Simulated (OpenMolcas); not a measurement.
A calculation on C²⁺.

```yaml
Program: OpenMolcas
Method: CASSCF
Basis: ANO-RCC-VQZP [5s4p3d2f1g]
Scalar_Hamiltonian: DKH2, point nucleus
Active_space: 2 electrons in 8 orbitals (2s 2p 3s 3p)
State_averaging: 2S+1 = 3 even, 3 roots (0 in the spin-orbit step); 2S+1 = 1 even, 1 root; 2S+1 = 3 odd, 3 roots; 2S+1 = 1 odd, 3 roots
Spin-orbit_coupling: RASSI with atomic mean-field integrals over the reference wave functions, term energies averaged over their components
```

Question: Which level of the active space comes out lowest?

Answer: 2s2 1S0, with 100 % of that term; it is also the measured ground level.

Question: How high does 2s 2p 3P* 0 lie?

Answer: 53874 cm-1 above the lowest level; measured 52367 cm-1 above the ground level, so the calculation is off by +3 %.

Question: How high does 2s 2p 3P* 2 lie?

Answer: 53954 cm-1 above the lowest level; measured 52447 cm-1 above the ground level, so the calculation is off by +3 %.

Question: How high does 2s 2p 3P* 1 lie?

Answer: 53900 cm-1 above the lowest level; measured 52391 cm-1 above the ground level, so the calculation is off by +3 %.

Measured values: Moore, Selected Tables of Atomic Spectra, NSRDS-NBS 3, section 3.

Active for correlation alone: 3p 3s; no level in the range computed is led by a configuration that fills them, so any true level of that kind is missing. Measured partners are found by configuration, term and J. A level has none where our copy of the source lacks it or the pairing is in doubt (some pairs that miss far off the trend of their configuration count as doubtful), and it then counts in no deviation. Levels of configurations outside the active space are missing.

* marks odd parity.
